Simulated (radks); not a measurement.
Spin polarisation of the 2p3 shell in the neon ion Ne3+. Start: [He] 2s2 2p(up 1.5, down 1.5); electrons of 2p are moved from spin down to spin up, other shells keep equal spins. Calculated with a radial shooting solver on a logarithmic mesh with Libxc functionals: scalar-relativistic Kohn-Sham, PBEsol, spin-polarised, spherical densities, point nucleus.

| moment (Bohr magnetons) | E - E(0) (eV) | e(2p up) (eV) | e(2p down) (eV) | 2s down minus up (eV) |
|---|---|---|---|---|
| 0 | 0.000 | -80.383 | -80.383 | 0.000 |
| 0.75 | -0.407 | -81.393 | -79.221 | 1.999 |
| 1.5 | -1.633 | -82.263 | -77.882 | 4.041 |
| 2.25 | -3.701 | -83.001 | -76.339 | 6.163 |
| 3 | -6.642 | -83.600 | -74.559 | 8.406 |

At moment 3 the spin-polarisation energy is -6.642 eV and the 2p exchange splitting 9.042 eV, that is 3.014 eV per Bohr magneton; E = -I m^2/4 would give I = 2.952 eV.
